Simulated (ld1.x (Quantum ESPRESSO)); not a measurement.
Results of a calculation; reference values are marked as such.
**Pseudopotentials across the periodic table**

Generated with ld1.x 7.5 (TM, RRKJ, ultrasoft, PAW), atompaw 4.2 or ONCVPSP 4.0.1. The cutoff is in Ry: for ld1.x and atompaw files where the sum of valence levels is converged to 10 mRy in a Bessel basis, for ONCV files where the hardest occupied wave has 1 mHa per electron of residual kinetic energy. The error is the largest all-electron minus pseudo excitation energy over each file’s own four to seven test configurations (ionisations up to +4, promotions, holes and added fractions of an electron), all of which were solved. The labels leave out finer settings (local radius, basis sizes, second energies), which also bear on the numbers. Spin-polarised tests are not counted. The rows are a selection from randomly drawn settings: files with unsolved tests, undetermined cutoffs or missed reference levels are left out.

A true bound ghost makes a file unfit for plane-wave use even where its test errors are small: the radial tests pick states by their node count and pass the ghost by.

| element | potential | cutoff (Ry) | largest error (meV) | bound ghosts |
| --- | --- | --- | --- | --- |
| Ti | PAW, PBE, scalar-relativistic, rc 3.15/3.15/1.85 (spd), local smoothed, core correction yes, reference 3d3 4s1 4p0 | 30 | -686 | s |
| Ga | ultrasoft, PBE, scalar-relativistic, rc 1.60/2.35/0.75 (spd), local smoothed, core correction no, reference 3d10 4s1 4p2 | 300 | +225 | s |
| Ge | TM, PBEsol, scalar-relativistic, rc 1.75/2.10/1.75 (spd), local s, core correction yes, reference 4s2 4p1 | 30 | -228 | d |
| Eu | PAW, PBE, scalar-relativistic, rc 2.25/2.40/3.30 (spd), local smoothed, core correction yes, reference 5s2 5p6 5d1 6s1 6p0 | 15 | -202 | none |
| W | TM, revPBE, scalar-relativistic, rc 2.00/1.75/2.40 (spd), local p, core correction no, reference 5p6 5d4 6s2 6p0 | 40 | +225 | s |
| Au | TM, LDA (PZ), scalar-relativistic, rc 1.50/1.50/2.35 (spd), local s, core correction yes, reference 5s2 5p6 5d10 6s0 6p0 | 70 | +6271 | none |

(1) Fill in the row for Au: PAW, BLYP, scalar-relativistic, rc 2.05/3.95/1.60 (spd), local smoothed, core correction yes, reference 5d10 6s0.5 6p0.

Answers

(1) cutoff 40 Ry, largest error -209 meV, bound ghosts: none.
